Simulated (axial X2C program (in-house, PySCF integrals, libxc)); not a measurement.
**Ω levels of CeF from open-shell CI on f1 s2 d(πδ)0**

Computed with an axial X2C code built on PySCF integrals: two-component X2C with atomic mean-field Coulomb and Gaunt terms, basis Ce dyall-v4z, F dyall-v4z (cores contracted in-house). Orbitals come from Hartree–Fock averaged over the configuration Ce f1 s2 d(πδ)0; CI then distributes these electrons over the f, s, d(πδ) shells of Ce.

R = 2.034 Å (near the minimum of the configuration average).

Active spinors (ω > 0):

```json
{"shell": "f", "ω": "5/2", "ε (eV)": "6.51", "character": "100% Ce f"}
{"shell": "f", "ω": "3/2", "ε (eV)": "6.59", "character": "100% Ce f"}
{"shell": "f", "ω": "1/2", "ε (eV)": "6.64", "character": "98% Ce f"}
{"shell": "f", "ω": "7/2", "ε (eV)": "6.69", "character": "100% Ce f"}
{"shell": "f", "ω": "5/2", "ε (eV)": "6.75", "character": "100% Ce f"}
{"shell": "f", "ω": "3/2", "ε (eV)": "6.82", "character": "99% Ce f"}
{"shell": "f", "ω": "1/2", "ε (eV)": "6.83", "character": "98% Ce f"}
{"shell": "d(πδ)", "ω": "3/2", "ε (eV)": "1.35", "character": "100% Ce d"}
{"shell": "d(πδ)", "ω": "5/2", "ε (eV)": "1.42", "character": "100% Ce d"}
{"shell": "d(πδ)", "ω": "1/2", "ε (eV)": "1.95", "character": "83% Ce d, 11% Ce p"}
{"shell": "d(πδ)", "ω": "3/2", "ε (eV)": "2.04", "character": "84% Ce d, 9% Ce p"}
```

Filled shells are left out: they mix freely with the closed shells.

Lowest levels of this model:

| Ω | energy (cm⁻¹) | g∥ | μ (D) | configuration |
| --- | --- | --- | --- | --- |
| 7/2 | 0 | 4.13 | -3.56 | 100% f1 s1 d(πδ)1 |
| 5/2 | 161 | 4.16 | -1.80 | 91% f1 s2 |
| 9/2 | 702 | 8.16 | -3.55 | 100% f1 s1 d(πδ)1 |
| 3/2 | 826 | 2.32 | -1.73 | 93% f1 s2 |
| 1/2 | 1281 | 1.83 | -3.48 | 100% f1 s1 d(πδ)1 |
| 5/2 | 1382 | 2.32 | -3.54 | 98% f1 s1 d(πδ)1 |
| 11/2 | 1574 | 12.13 | -3.56 | 100% f1 s1 d(πδ)1 |
| 3/2 | 1683 | 3.33 | -3.36 | 100% f1 s1 d(πδ)1 |
| 1/2 | 1695 | 0.58 | -1.67 | 92% f1 s2 |
| 7/2 | 1723 | 6.51 | -3.34 | 91% f1 s1 d(πδ)1 + 8% f1 s2 |
| 1/2 | 1729 | 0.12 | -3.37 | 99% f1 s1 d(πδ)1 |
| 3/2 | 2006 | 1.56 | -3.34 | 99% f1 s1 d(πδ)1 |
| 7/2 | 2049 | 8.02 | -2.17 | 70% f1 s2 + 27% f1 s1 d(πδ)1 |
| 9/2 | 2067 | 10.38 | -3.17 | 99% f1 s1 d(πδ)1 |
| 5/2 | 2228 | 5.46 | -3.24 | 96% f1 s1 d(πδ)1 |
| 3/2 | 2414 | 5.06 | -3.43 | 99% f1 s1 d(πδ)1 |
| 5/2 | 2480 | 6.57 | -2.67 | 54% f1 s1 d(πδ)1 + 44% f1 s2 |
| 1/2 | 2596 | 3.32 | -3.38 | 100% f1 s1 d(πδ)1 |
| 13/2 | 2629 | 16.01 | -3.56 | 100% f1 s1 d(πδ)1 |
| 7/2 | 2899 | 7.85 | -3.12 | 91% f1 s1 d(πδ)1 + 8% f1 s2 |
| 9/2 | 3133 | 9.85 | -3.29 | 99% f1 s1 d(πδ)1 |
| 11/2 | 3630 | 13.85 | -3.59 | 100% f1 s1 d(πδ)1 |
| 9/2 | 4204 | 11.60 | -3.31 | 99% f1 s1 d(πδ)1 |
| 11/2 | 6767 | 12.04 | -3.54 | 98% f1 s1 d(πδ)1 |
| 11/2 | 9216 | 14.00 | -1.74 | 96% f1 s1 d(πδ)1 |

g∥ is the magnitude of 2⟨Lz + ge Sz⟩ for the +Ω component. μ is positive if the F end is positive.

From Ω and g∥ of the lowest level, whose 2⟨Lz + ge Sz⟩ is positive, find ⟨Sz⟩ and ⟨Lz⟩ (ge = 2.0023).

Ω = ⟨Lz⟩ + ⟨Sz⟩ = 7/2 and ⟨Lz⟩ + ge⟨Sz⟩ = 2.065, so ⟨Sz⟩ = -1.43 and ⟨Lz⟩ = 4.93.

Occupations of the active spinors in the lowest level by ω, shell by shell in order of energy: -7/2: 0.00; -5/2: 0.00 0.00 0.00; -3/2: 0.00 0.00 0.00 0.00; -1/2: 0.00 0.00 1.00 0.00; 1/2: 0.00 0.00 0.00 0.00; 3/2: 0.00 0.00 0.99 0.00; 5/2: 0.99 0.00 0.00; 7/2: 0.00. The leading determinant has weight 0.99 among 143.

This point took 1.6 s on 1 thread of AMD EPYC 9R45 96-Core Processor (Zen 5), on a shared host.

There is no dynamic correlation: spin–orbit spacings and, for f shells, spacings inside one term are the most reliable numbers, splittings between terms come out too wide, and energies between configurations are not reliable, so the lowest level need not be the ground state of the molecule. The lowest levels belong to f1 s1 d(πδ)1, not to the averaged configuration, so orbitals and distance suit them less well. At most 4 roots were kept for each Ω > 0 (twice that for Ω = 0) within 2.2 eV of the lowest, so higher up levels can be missing between those listed; levels with Ω > 0 are doubly degenerate and listed once, Ω = 0 levels singly. States that fill the shells left empty in the average are placed too high.
